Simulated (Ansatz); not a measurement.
Gas-phase electronic energies from Ansatz, PBE0-D4/def2-TZVP geometries. CCSD(T)/CBS is the MP2 limit (def2-TZVPP, def2-QZVPP) plus CCSD(T) − MP2 in def2-TZVPP, frozen cores. This one scheme is used for every species. Double bonds are as drawn, so ΔE can hold a change between cis and trans. DFT in def2-TZVPP. HSE06 is defined as in plane-wave codes. One conformer a species, not always the lowest.

Consider the formal exchange of groups at a C–C bond: `OC/C=C/[SiH3]` + `CCl` → `[SiH3]/C=C\CCl` + CH₃OH.

`OC/C=C/[SiH3]`:

Z-matrix (Å, degrees):
```
C
C 1 1.494
O 1 1.414 2 112.1
H 1 1.098 2 110.0 3 -124.9
H 1 1.094 2 109.9 3 116.9
C 2 1.333 1 124.8 3 126.2
H 2 1.090 1 114.8 3 -52.8
H 3 0.961 1 107.8 2 -58.0
Si 6 1.857 2 123.4 1 179.9
H 6 1.091 2 117.6 1 0.4
H 9 1.487 6 109.0 2 1.6
H 9 1.489 6 110.8 2 121.9
H 9 1.488 6 110.9 2 -118.8
```

`CCl`:

Cartesian coordinates in Å:
```
C 0.054 0.123 0.058
Cl -0.603 -1.367 -0.644
H 0.331 0.795 -0.751
H 0.928 -0.130 0.654
H -0.710 0.579 0.683
```

`[SiH3]/C=C\CCl`:

```xyz
12

Si   -0.801    0.677    1.510
C    -0.544    0.861   -0.326
C     0.204    0.126   -1.150
C     1.055   -1.024   -0.757
Cl    0.507   -2.517   -1.585
H    -2.261    0.641    1.789
H    -0.177   -0.556    2.054
H    -0.226    1.852    2.218
H    -1.093    1.682   -0.785
H     0.222    0.358   -2.213
H     1.025   -1.223    0.312
H     2.090   -0.875   -1.067
```

CH₃OH:

Cartesian coordinates in Å:
```
C 0.216 -0.062 0.276
O -0.279 -0.188 -1.037
H 1.081 -0.722 0.357
H -0.519 -0.371 1.031
H 0.544 0.959 0.504
H -1.043 0.383 -1.131
```

Task: Is it downhill or uphill in electronic energy at CCSD(T)/CBS, and by how much? (An estimate is asked.)

Result: The calculation gave: Uphill: ΔE = +11.9 kJ/mol.

Task: What do these levels give: LDA (SPW92), B97M-V, HSE06-D4, BLYP, r2SCAN, r2SCANh, HSE06, BHLYP, LC-ωPBE, RPA@PBE/def2-TZVPP, MP2/def2-TZVPP, MP2/def2-QZVPP? (An estimate is asked.)

Result: The calculation gave: LDA (SPW92) 12.6, B97M-V 13.7, HSE06-D4 12.1, BLYP 14.4, r2SCAN 14.1, r2SCANh 14.3, HSE06 14.3, BHLYP 15.6, LC-ωPBE 16.0, RPA@PBE/def2-TZVPP 12.0, MP2/def2-TZVPP 11.2, MP2/def2-QZVPP 10.7 kJ/mol.

Task: What do rigid-rotor, harmonic-oscillator terms from PBE0-D4/def2-TZVP frequencies (298.15 K, 1 bar) make of the CCSD(T)/CBS value? (Estimate.)

Result: Computed: ΔZPE = +0.1 kJ/mol, ΔH = +12.4 kJ/mol, ΔS = 14 J/(mol·K), ΔG = +8.2 kJ/mol. Modes under 50 cm⁻¹ make the entropy rough.

Largest T1 diagnostic among the species: 0.011.

In def2-TZVPP, CCSD(T) changes the Hartree–Fock value by −5.6 kJ/mol (the triples alone add −1.0 kJ/mol) and MP2 by −7.2 kJ/mol. Leaving LDA and LC-ωPBE aside and taking each functional with its dispersion term where it has one, the values, not all of them listed here, spread over 4.8 kJ/mol, from BLYP-D4 to ωB97X-V.
